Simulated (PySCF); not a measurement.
# How methods differ on the interval between two levels of Ru²⁺

Ru²⁺ [Kr] 4d6 [5D4, M_J = 4] → Ru²⁺ [Kr] 4d5 5s1 [7S3, M_J = 3], as a difference of total energies. All numbers are calculated (PySCF 2.14, the two-component X2C-1e Hamiltonian, in x2c-TZVPall-2c with one added diffuse shell each of s, p, d type (9s10p8d1f, 86 functions)). Correlated levels: [Ar] 3d10 frozen; the 6 highest virtual spinors dropped. "Screened" scales the spin-orbit matrix elements by Boettger's factors to mimic the two-electron term; Breit and QED terms are absent.

| method | interval between two levels (cm⁻¹) |
| --- | --- |
| GHF (spin-free) | 20106 |
| GMP2 (spin-free) | 21954 |
| GHF (screened spin-orbit) | 21125 |
| GMP2 (screened spin-orbit) | 23069 |

The labels give the starting determinants; with spin-orbit coupling the two ends relaxed to ⟨J²⟩ = 20.01, ⟨L²⟩ = 6.08, ⟨S²⟩ = 5.97 and ⟨J²⟩ = 12.00, ⟨L²⟩ = 0.02, ⟨S²⟩ = 11.98.
